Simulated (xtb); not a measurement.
CHNO, charge -1, doublet, geometry from GFN2-xTB (a state made from the parent by changing its charge; the spin is typed, not shown lowest), atoms displaced at random by about 0.05 Å a coordinate; GFN2-xTB (xtb).

xtb was given this input:
```
$ xtb mol.xyz --gfn 2 --chrg -1 --uhf 1 --opt tight --json

# file mol.xyz
4

N     -1.08641075     0.24763684     0.17716728
C      0.09781875    -0.24423235     0.14639600
O      1.17906950     0.01312277    -0.36917804
H     -1.79661645    -0.30841077     0.73646076
```

Output, abridged:

```
   ID    Z sym.   atoms
    1    7 N      1
    2    6 C      2
    3    8 O      3
    4    1 H      4

           -------------------------------------------------
          |                Calculation Setup                |
           -------------------------------------------------

           -------------------------------------------------
          |                 G F N 2 - x T B                 |
           -------------------------------------------------

          ...................................................
          :                      SETUP                      :
          :.................................................:
          :  # basis functions                  13          :
          :  # atomic orbitals                  13          :
          :  # shells                            7          :
          :  # electrons                        17          :
          :  max. iterations                   250          :
          :  Hamiltonian                  GFN2-xTB          :
          :  restarted?                      false          :
          :  GBSA solvation                  false          :
          :  PC potential                    false          :
          :  electronic temp.          300.0000000     K    :
          :  accuracy                    1.0000000          :
          :  -> integral cutoff          0.2500000E+02      :
          :  -> integral neglect         0.1000000E-07      :
          :  -> SCF convergence          0.1000000E-05 Eh   :
          :  -> wf. convergence          0.1000000E-03 e    :
          :  Broyden damping             0.4000000          :
          :  net charge                         -1          :
          :  unpaired electrons                  1          :
          ...................................................

 iter      E             dE          RMSdq      gap      omega  full diag
   1     -9.8061659 -0.980617E+01  0.544E+00    2.05       0.0  T
   2     -9.8186893 -0.125234E-01  0.263E+00    1.92       1.0  T
   3     -9.8187953 -0.106067E-03  0.117E+00    1.91       1.0  T
   4     -9.8193284 -0.533125E-03  0.180E-01    1.88       1.0  T
   5     -9.8193740 -0.455524E-04  0.707E-02    1.88       1.0  T
   6     -9.8193747 -0.709925E-06  0.286E-02    1.88       1.7  T
   7     -9.8193754 -0.650149E-06  0.169E-02    1.88       3.0  T
   8     -9.8193762 -0.851983E-06  0.505E-03    1.88       9.9  T
[...]
         :: total energy              -9.736441193138 Eh    ::
 * total energy  :    -9.7364412 Eh     change       -0.7212009E-12 Eh
 * total energy  :    -9.7390903 Eh     change       -0.2649101E-02 Eh
 * total energy  :    -9.7397339 Eh     change       -0.6436433E-03 Eh
 * total energy  :    -9.7398582 Eh     change       -0.1242217E-03 Eh
 * total energy  :    -9.7399245 Eh     change       -0.6638898E-04 Eh
 * total energy  :    -9.7399309 Eh     change       -0.6338492E-05 Eh
 * total energy  :    -9.7399312 Eh     change       -0.2776055E-06 Eh
   *** GEOMETRY OPTIMIZATION CONVERGED AFTER 7 ITERATIONS ***
         :: total energy              -9.739931164407 Eh    ::
[...]
        11                          0.3376225               9.1872
        12                          0.6088166              16.5667
        13                          0.8429172              22.9369
      -------------------------------------------------------------
                  HL-Gap            0.0761656 Eh            2.0726 eV
             Fermi-level           -0.0049815 Eh           -0.1356 eV

     #   Z          covCN         q      C6AA      α(0)
     1   7 N        1.770    -0.501    34.359     8.679
     2   6 C        1.766     0.072    29.419     8.770
     3   8 O        0.856    -0.595    25.995     6.836
     4   1 H        0.859     0.023     2.703     2.576

 Mol. C6AA /au·bohr⁶  :        323.101848
 Mol. C8AA /au·bohr⁸  :       7237.510472
 Mol. α(0) /au        :         26.860445

Wiberg/Mayer (AO) data.
largest (>0.10) Wiberg bond orders for each atom

 ---------------------------------------------------------------------------
     #   Z sym  total        # sym  WBO       # sym  WBO       # sym  WBO
 ---------------------------------------------------------------------------
     1   7 N    2.881 --     2 C    1.679     4 H    0.968     3 O    0.234
     2   6 C    3.347 --     1 N    1.679     3 O    1.656
     3   8 O    1.908 --     2 C    1.656     1 N    0.234
     4   1 H    0.999 --     1 N    0.968
 ---------------------------------------------------------------------------

Topologies differ in total number of bonds
Writing topology from bond orders to xtbtopo.mol

molecular dipole:
                 x           y           z       tot (Debye)
 q only:       -0.342      -0.342       0.317
   full:       -0.433      -0.484       0.437       1.990
molecular quadrupole (traceless):
                xx          xy          yy          xz          yz          zz
 q only:       -4.570       0.651       2.439       1.727      -0.112       2.131
  q+dip:       -4.695       1.447       2.266       1.287      -0.154       2.428
   full:       -4.970       1.716       2.218       1.359       0.147       2.752

optimized geometry written to: xtbopt.xyz

           -------------------------------------------------
          | TOTAL ENERGY               -9.739931164407 Eh   |
          | GRADIENT NORM               0.000214400227 Eh/α |
          | HOMO-LUMO GAP               2.072571103663 eV   |
           -------------------------------------------------

normal termination of xtb
```
